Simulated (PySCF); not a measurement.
An equivalent PySCF input for Br³⁺ (bromine, charge +3), [Ar] 3d10 4s2 4p2, high-spin 3P determinant, with scalar relativity through the core potential:

```python
from pyscf import gto, scf, dft, mp, cc
import basis_set_exchange as bse
txt = bse.get_basis("cc-pVDZ-PP", elements=["Br"], fmt="nwchem", header=False)
cut = txt.index("\nECP")
mol = gto.M(atom="Br 0 0 0", charge=3, spin=2, symmetry="D2h",
            basis=gto.basis.parse(txt[:cut]),
            ecp={"Br": gto.basis.parse_ecp(txt[cut:])})
mf = scf.UHF(mol)
mf.irrep_nelec = {'Ag': (4, 4), 'B1g': (1, 1), 'B2g': (1, 1), 'B3g': (1, 1), 'B1u': (2, 1), 'B2u': (2, 1), 'B3u': (1, 1)}
mf.kernel()
```

It reaches the same state as the run whose output follows, and the same energy. The run itself started from symmetry-adapted Hartree-Fock orbitals and held the occupation by maximum overlap, so the iterations belong to that start.

```
SCF conv_tol = 1e-09
number electrons alpha = 12  beta = 10
cycle= 1 E= -413.064925803603  delta_E= -0.00359  |g|= 0.0212  |ddm|= 0.0725
cycle= 2 E= -413.065238869999  delta_E= -0.000313  |g|= 0.00629  |ddm|= 0.0217
cycle= 3 E= -413.065269483315  delta_E= -3.06e-05  |g|= 0.000115  |ddm|= 0.0095
cycle= 4 E= -413.065269492765  delta_E= -9.45e-09  |g|= 9.42e-06  |ddm|= 0.000418
cycle= 5 E= -413.065269492835  delta_E= -7e-11  |g|= 1.1e-06  |ddm|= 4.73e-05
converged SCF energy = -413.065269492835  <S^2> = 2.006215  2S+1 = 3.0041405
```

Energies and moments cover only the electrons outside the core potential.
